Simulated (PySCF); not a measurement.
Atom-mapped SMILES (the numbers label the heavy atoms): `[BH3-:1][CH2:2][CH:3]=[CH2:4]`. Hydrogens are named by the atom that carries them. Ha(C4) is cis to C2; Hb(C4) is trans to C2.

Geometry: PBE0-D3(BJ)/def2-SVP; GIAO shifts from PySCF 2.14.0 with density-fitted response routines, gas phase, non-relativistic, averaged over equivalent atoms.

At PBE0/pcSseg-1 (108 basis functions, 5.8 s wall time on 1 thread of an x86-64 server CPU, shared host):
```
 atoms  δ (ppm)
    B1    -33.8
    C3    170.8
    C4     96.7
    C2     36.4
 H(C3)     6.45
Ha(C4)     4.15
Hb(C4)     3.84
 H(C2)     1.23
 H(B1)     0.82
```

Shifts are taken against calculated references (same method and geometry level): BF3·OEt2 for $^{11}$B (σref 100.73); TMS for $^{13}$C (σref 184.41), $^{1}$H (σref 31.27).

Q: Predict the values at PBE0/pcSseg-2 on the same geometry.

A: 
```
 atoms  δ at PBE0/pcSseg-2  change
    B1               -33.1    +0.7
    C3               176.7    +5.9
    C4                97.8    +1.1
    C2                38.3    +1.9
 H(C3)                6.74   +0.29
Ha(C4)                4.24   +0.09
Hb(C4)                3.94   +0.10
 H(C2)                1.35   +0.12
 H(B1)                0.85   +0.03
```

References, each an isolated molecule treated in the same way: $^{11}$B (99.07 ppm) vs BF3·OEt2; TMS for $^{13}$C (184.13 ppm), $^{1}$H (31.25 ppm).

The largest change is at C3 (alkene CH). Cost: 256 basis functions, 20 s wall time on 1 thread of an x86-64 server CPU, shared host. The order of the carbon signals is the same at both levels.

A carbon bonded to boron is broadened by the quadrupolar boron nucleus and is often missing from a measured spectrum.
